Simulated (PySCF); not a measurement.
A structure optimised at PBE-D3(BJ)/def2-SVP, used in a PySCF frequency run:

```
B
N 1 1.4019
H 2 1.0198 1 123.03
H 2 1.0200 3 114.64 1 -178.22
C 1 1.5642 2 123.10 3 177.55
C 5 1.3503 1 124.04 2 -27.83
H 6 1.1033 5 122.61 1 -178.30
H 6 1.1050 7 115.67 5 -178.77
H 5 1.1052 6 117.76 7 -1.26
Cl 1 1.7946 2 117.92 3 -1.97
```

**Question.** Write its SMILES and formula.

**Answer.** C=CB(N)Cl, C2H5BClN

**Question.** What are its rotational constants (standard atomic weights)?

**Answer.** 7.1743, 2.3972, 1.8258 GHz
